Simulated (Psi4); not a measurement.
Job for Psi4: SAPT0/jun-cc-pV(D+d)Z on CH6O (a complex), monomers drawn apart or pushed together.

```
memory 2025 MB

molecule dimer {
0 1
C     0.68555280    0.34947682   -0.35468244
O    -0.66137539    0.20278017    0.07652935
H     1.37289390   -0.28147864    0.21926857
H     0.95632513    1.39133564   -0.19042839
H     0.80217985    0.12518401   -1.42035025
H    -0.93646698   -0.70741956   -0.07222238
--
0 1
H    -0.22442772   -0.27886599    2.91977144
H     0.04507425   -0.51832048    3.57304189
units angstrom
symmetry c1
no_reorient
no_com
}

set {
  basis jun-cc-pV(D+d)Z
  scf_type df
  freeze_core true
}

energy('sapt0')
```

It printed:

```
[...]
==> Input File <==

--------------------------------------------------------------------------
memory 2025 MB

molecule dimer {
0 1
C     0.68555280    0.34947682   -0.35468244
O    -0.66137539    0.20278017    0.07652935
H     1.37289390   -0.28147864    0.21926857
H     0.95632513    1.39133564   -0.19042839
H     0.80217985    0.12518401   -1.42035025
H    -0.93646698   -0.70741956   -0.07222238
--
0 1
H    -0.22442772   -0.27886599    2.91977144
H     0.04507425   -0.51832048    3.57304189
units angstrom
symmetry c1
no_reorient
no_com
}

set {
  basis jun-cc-pV(D+d)Z
  scf_type df
  freeze_core true
}

energy('sapt0')
--------------------------------------------------------------------------


   => Loading Basis Set <=

    Name: JUN-CC-PV(D+D)Z
    Role: ORBITAL
    Keyword: BASIS
    atoms 1   entry C          line   188 file jun-cc-pv_dpd_z.gbs
    atoms 2   entry O          line   256 file jun-cc-pv_dpd_z.gbs
    atoms 3-8 entry H          line    60 file jun-cc-pv_dpd_z.gbs

   => Loading Basis Set <=

    Name: JUN-CC-PV(D+D)Z
    Role: ORBITAL
    Keyword: BASIS
    atoms 1   entry C          line   188 file jun-cc-pv_dpd_z.gbs
    atoms 2   entry O          line   256 file jun-cc-pv_dpd_z.gbs
    atoms 3-8 entry H          line    60 file jun-cc-pv_dpd_z.gbs


  //>>>>>>>>>>>>>>>>>>>>>>>>>>>>>>>>>>>//
  //              Dimer HF             //
  //<<<<<<<<<<<<<<<<<<<<<<<<<<<<<<<<<<<//

   => Libint2 <=

    Primary   basis highest AM E, G, H:  7, 6, 3
    Auxiliary basis highest AM E, G, H:  7, 7, 4
    Onebody   basis highest AM E, G, H:  -, -, -
    Solid Harmonics ordering:            Gaussian


   => Loading Basis Set <=

    Name: JUN-CC-PV(D+D)Z
    Role: ORBITAL
    Keyword: BASIS
    atoms 1   entry C          line   188 file jun-cc-pv_dpd_z.gbs
    atoms 2   entry O          line   256 file jun-cc-pv_dpd_z.gbs
    atoms 3-8 entry H          line    60 file jun-cc-pv_dpd_z.gbs


         ---------------------------------------------------------
                                   SCF
               by Justin Turney, Rob Parrish, Andy Simmonett
                          and Daniel G. A. Smith
                              RHF Reference
                        1 Threads,   1931 MiB Core
         ---------------------------------------------------------

  ==> Geometry <==

    Molecular point group: c1
    Full point group: C1

    Geometry (in Angstrom), charge = 0, multiplicity = 1:

       Center              X                  Y                   Z               Mass
    ------------   -----------------  -----------------  -----------------  -----------------
         C            0.685552800000     0.349476820000    -0.354682440000    12.000000000000
         O           -0.661375390000     0.202780170000     0.076529350000    15.994914619570
         H            1.372893900000    -0.281478640000     0.219268570000     1.007825032230
         H            0.956325130000     1.391335640000    -0.190428390000     1.007825032230
         H            0.802179850000     0.125184010000    -1.420350250000     1.007825032230
         H           -0.936466980000    -0.707419560000    -0.072222380000     1.007825032230
         H           -0.224427720000    -0.278865990000     2.919771440000     1.007825032230
         H            0.045074250000    -0.518320480000     3.573041890000     1.007825032230

  Running in c1 symmetry.

  Rotational constants: A =      0.91229  B =      0.51519  C =      0.38930 [cm^-1]
  Rotational constants: A =  27349.71089  B =  15445.03999  C =  11670.82464 [MHz]
  Nuclear repulsion =   46.394274356144116

  Charge       = 0
  Multiplicity = 1
  Electrons    = 20
  Nalpha       = 10
  Nbeta        = 10

  ==> Algorithm <==

  SCF Algorithm Type is DF.
  DIIS enabled.
  MOM disabled.
  Fractional occupation disabled.
  Guess Type is SAD.
  Energy threshold   = 1.00e-08
  Density threshold  = 1.00e-08
  Integral threshold = 1.00e-12

  ==> Primary Basis <==

  Basis Set: JUN-CC-PV(D+D)Z
    Blend: JUN-CC-PV(D+D)Z
    Number of shells: 34
    Number of basis functions: 66
    Number of Cartesian functions: 68
    Spherical Harmonics?: true
    Max angular momentum: 2

   => Loading Basis Set <=

    Name: (JUN-CC-PV(D+D)Z AUX)
    Role: JKFIT
    Keyword: DF_BASIS_SCF
    atoms 1   entry C          line   146 file jun-cc-pvdz-jkfit.gbs
    atoms 2   entry O          line   258 file jun-cc-pvdz-jkfit.gbs
    atoms 3-8 entry H          line    70 file jun-cc-pvdz-jkfit.gbs

  ==> Integral Setup <==

  DFHelper Memory: AOs need 0.011 GiB; user supplied 1.414 GiB.
  SCF_SUBTYPE=INCORE selected. In-core MEM_DF algorithm will be used.
  Using in-core AOs.

  ==> MemDFJK: Density-Fitted J/K Matrices <==

    J tasked:                   Yes
    K tasked:                   Yes
    wK tasked:                   No
    OpenMP threads:               1
    Algorithm:                 Core
    Schwarz Cutoff:           1E-12
    Mask sparsity (%):       0.4132
    Fitting C
[...]
    2.637894    48A      2.645046    49A      2.865125
      50A      2.870786    51A      2.984406    52A      3.406706
      53A      3.576273    54A      3.937030    55A      4.457242
      56A      4.566604    57A      4.700450    58A      4.956922
      59A      5.027682    60A      5.081872    61A      5.255168
      62A      5.561297    63A      5.919383    64A      6.829813
      65A     18.434348    66A     33.503053

    Final Occupation by Irrep:
              A
    DOCC [     1 ]
    NA   [     1 ]
    NB   [     1 ]

  @DF-RHF Final Energy:    -1.12878141221987

   => Energetics <=

    Nuclear Repulsion Energy =              0.7092151802183808
    One-Electron Energy =                  -2.4945757700785545
    Two-Electron Energy =                   0.6565791776403016
    Total Energy =                         -1.1287814122198720

Computation Completed


Properties will be evaluated at   0.000000,   0.000000,   0.000000 [a0]

Properties computed using the SCF density matrix


 Multipole Moments:

 ------------------------------------------------------------------------------------
     Multipole            Electronic (a.u.)      Nuclear  (a.u.)        Total (a.u.)
 ------------------------------------------------------------------------------------

 L = 1.  Multiply by 2.5417464519 to convert [e a0] to [Debye]
 Dipole X            :          0.3357006           -0.3389289           -0.0032283
 Dipole Y            :          1.5061600           -1.5064641           -0.0003041
 Dipole Z            :        -12.2678383           12.2696390            0.0018006
 Magnitude           :                                                    0.0037090

 ------------------------------------------------------------------------------------

  Constructing Basis Sets for SAPT...

   => Loading Basis Set <=

    Name: (JUN-CC-PV(D+D)Z AUX)
    Role: RIFIT
    Keyword: DF_BASIS_SAPT
    atoms 1   entry C          line   100 file jun-cc-pvdz-ri.gbs
    atoms 2   entry O          line   188 file jun-cc-pvdz-ri.gbs
    atoms 3-8 entry H          line    30 file jun-cc-pvdz-ri.gbs

   => Loading Basis Set <=

    Name: (JUN-CC-PV(D+D)Z AUX)
    Role: JKFIT
    Keyword: DF_BASIS_ELST
    atoms 1   entry C          line   146 file jun-cc-pvdz-jkfit.gbs
    atoms 2   entry O          line   258 file jun-cc-pvdz-jkfit.gbs
    atoms 3-8 entry H          line    70 file jun-cc-pvdz-jkfit.gbs


  //>>>>>>>>>>>>>>>>>>>>>>>>>>>>>>>>>>>//
  //               SAPT0               //
  //<<<<<<<<<<<<<<<<<<<<<<<<<<<<<<<<<<<//



        SAPT0
    Ed Hohenstein
     6 June 2009

      Orbital Information
  --------------------------
    NSO        =        66
    NMO        =        66
    NRI        =       214
    NRI (Elst) =       296
    NOCC A     =         9
    NOCC B     =         1
    FOCC A     =         2
    FOCC B     =         0
    NVIR A     =        57
    NVIR B     =        65

    Elst10,r            =    -0.000861541872 [Eh]
    Exch10              =     0.000732401194 [Eh]
    Exch10 (S^2)        =     0.000731834825 [Eh]

    Maxiter = 50
    CPHF R converge = 1.000000E-08

    Iter     Energy [mEh]          dE [mEh]         Residual      Time [s]
       1      -0.02932486       0.029324863     8.135730e-04             0
       2      -0.03692952       0.007604661     2.146855e-04             0
       3      -0.03676837      -0.000161155     9.213419e-05             0
       4      -0.03662182      -0.000146546     2.035644e-05             0
       5      -0.03663046       0.000008633     5.168902e-06             0
       6      -0.03663915       0.000008689     1.118720e-06             0
       7      -0.03663737      -0.000001781     2.256883e-07             0
       8      -0.03663736      -0.000000008     8.688806e-08             0
       9      -0.03663742       0.000000063     1.519549e-08             0
      10      -0.03663742      -0.000000005     4.487744e-09             0

    CHF Iterations converged

    Maxiter = 50
    CPHF R converge = 1.000000E-08

    Iter     Energy [mEh]          dE [mEh]         Residual      Time [s]
       1      -0.11555102       0.115551023     1.333282e-03             0
       2      -0.13925296       0.023701933     1.489523e-04             0
       3      -0.13856673      -0.000686222     1.242421e-05             0
       4      -0.13859595       0.000029215     1.408925e-06             0
       5      -0.13859404      -0.000001907     9.587074e-08             0
       6      -0.13859412       0.000000080     6.941496e-09             0

    CHF Iterations converged

    Ind20,r (A<-B)      =    -0.000036637415 [Eh]
    Ind20,r (B<-A)      =    -0.000138594122 [Eh]
    Ind20,r             =    -0.000175231538 [Eh]
    Exch-Ind20,r (A<-B) =     0.000015196633 [Eh]
    Exch-Ind20,r (B<-A) =     0.000064496690 [Eh]
    Exch-Ind20,r        =     0.000079693322 [Eh]
    Disp20              =    -0.000472604370 [Eh]
    Disp20 (SS)         =    -0.000236302185 [Eh]
    Disp20 (OS)         =    -0.000236302185 [Eh]
    Exch-Disp20         =     0.000037319889 [Eh]
    Exch-Disp20 (SS)    =     0.000019393390 [Eh]
    Exch-Disp20 (OS)    =     0.000017926499 [Eh]

    SAPT Results
  --------------------------------------------------------------------------------------------------------
    Electrostatics                 -0.86154187 [mEh]      -0.54062569 [kcal/mol]      -2.26197787 [kJ/mol]
      Elst10,r                     -0.86154187 [mEh]      -0.54062569 [kcal/mol]      -2.26197787 [kJ/mol]

    Exchange                        0.73240119 [mEh]       0.45958869 [kcal/mol]       1.92291907 [kJ/mol]
      Exch10                        0.73240119 [mEh]       0.45958869 [kcal/mol]       1.92291907 [kJ/mol]
      Exch10(S^2)                   0.73183482 [mEh]       0.45923329 [kcal/mol]       1.92143207 [kJ/mol]

    Induction                      -0.15823796 [mEh]      -0.09929582 [kcal/mol]      -0.41545371 [kJ/mol]
      Ind20,r                      -0.17523154 [mEh]      -0.10995945 [kcal/mol]      -0.46007034 [kJ/mol]
      Exch-Ind20,r                  0.07969332 [mEh]       0.05000831 [kcal/mol]       0.20923479 [kJ/mol]
      delta HF,r (2)               -0.06269975 [mEh]      -0.03934469 [kcal/mol]      -0.16461816 [kJ/mol]

    Dispersion                     -0.43528448 [mEh]      -0.27314514 [kcal/mol]      -1.14283925 [kJ/mol]
      Disp20                       -0.47260437 [mEh]      -0.29656372 [kcal/mol]      -1.24082260 [kJ/mol]
      Exch-Disp20                   0.03731989 [mEh]       0.02341858 [kcal/mol]       0.09798336 [kJ/mol]
      Disp20 (SS)                  -0.23630218 [mEh]      -0.14828186 [kcal/mol]      -0.62041130 [kJ/mol]
      Disp20 (OS)                  -0.23630218 [mEh]      -0.14828186 [kcal/mol]      -0.62041130 [kJ/mol]
      Exch-Disp20 (SS)              0.01939339 [mEh]       0.01216954 [kcal/mol]       0.05091734 [kJ/mol]
      Exch-Disp20 (OS)              0.01792650 [mEh]       0.01124905 [kcal/mol]       0.04706602 [kJ/mol]

  Total HF                         -0.28737864 [mEh]      -0.18033282 [kcal/mol]      -0.75451252 [kJ/mol]
  Total SAPT0                      -0.72266312 [mEh]      -0.45347795 [kcal/mol]      -1.89735176 [kJ/mol]

  Special recipe for scaled SAPT0 (see Manual):
    Electrostatics sSAPT0          -0.86154187 [mEh]      -0.54062569 [kcal/mol]      -2.26197787 [kJ/mol]
    Exchange sSAPT0                 0.73240119 [mEh]       0.45958869 [kcal/mol]       1.92291907 [kJ/mol]
    Induction sSAPT0               -0.15805279 [mEh]      -0.09917963 [kcal/mol]      -0.41496755 [kJ/mol]
    Dispersion sSAPT0              -0.43519777 [mEh]      -0.27309072 [kcal/mol]      -1.14261158 [kJ/mol]
  Total sSAPT0                     -0.72239124 [mEh]      -0.45330735 [kcal/mol]      -1.89663794 [kJ/mol]
  --------------------------------------------------------------------------------------------------------



*** Psi4 exiting successfully. Buy a developer a beer!
```

The run finished.

Cost: very roughly 3 core-seconds.
